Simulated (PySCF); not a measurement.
These 2 structures share the formula C2H8OSSi. Method: PySCF, PBE0-D3(BJ)/def2-SVP geometry optimisation, gas phase. Energies are electronic, without zero-point or thermal terms, for one conformer each. No frequencies were run at this level. Point groups hold within 0.08 Å.

**Question.** Rank from lowest to highest electronic energy at this level (kcal/mol).
A. `[CH3:1][O:2][SiH2:3][S:4][CH3:5]` with C1–O2–Si3–S4 48°, O2–Si3–S4–C5 -88°
B. `[CH3:1][S:2][CH2:3][O:4][SiH3:5]` with C1–S2–C3–O4 -64°, S2–C3–O4–Si5 -171°

**Answer.** A (0.0), B (24.0).

```csv
SMILES,E (Eh),E rel (kcal/mol),dipole (D),point group,"A, B, C (MHz)"
CO[SiH2]SC,-843.21623,0.0,2.27,C1,"4675, 1988, 1636"
CSCO[SiH3],-843.17794,24.0,1.53,C1,"8671, 1312, 1206"
```
